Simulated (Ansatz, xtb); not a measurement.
## Ranking isomers of C2H7BOSi

3 gas-phase structures of C2H7BOSi, from a drawn sample of its isomers (lower ones may exist). Each was relaxed with GFN2-xTB:

A. `B[C@@H]1O[C@@H]1[SiH3]`, a singlet
B. `B[C@@]1([SiH3])CO1`, a singlet
C. `B[C@@H]1O[C@H]1[SiH3]`, a singlet

Question: Make a reasoned guess at their ranking by r2SCAN-D4/def2-SVP single-point energy.

Answer: Calculated order at r2SCAN-D4/def2-SVP: C (0.0), B (2.1), A (2.2) kcal/mol. Less than 1 kcal/mol parts B and A, so the order within that pair means little.

Energies above the lowest of each column, in kcal/mol; the last columns are at B3LYP-D3(BJ)/def2-SVP geometries:

```
structure  GFN2-xTB  HF/STO-3G  r2SCAN-D4/def2-SVP  B3LYP-D3(BJ)/def2-SVP  CCSD(T)/def2-SVP + ΔMP2/def2-TZVPP
        C       0.0        0.0                 0.0                    0.1                                 0.6
        B       0.5        5.4                 2.1                    0.0                                 0.0
        A       1.4        1.6                 2.2                    2.3                                 3.0
```

CCSD(T)/def2-SVP + ΔMP2/def2-TZVPP has B and C within 1 kcal/mol of each other at the bottom, and every level picks one of them. CCSD(T)/def2-SVP + ΔMP2/def2-TZVPP orders those it was run on as B (0.0), C (0.6), A (3.0) kcal/mol. Less than 1 kcal/mol parts B and C, so the order within that pair means little. Flexible structures stand in one conformer each, not always the lowest. ΔMP2 is the change of the MP2 energy from the smaller to the larger basis.

Programs: Ansatz 0.2.0, xtb 6.7.1.
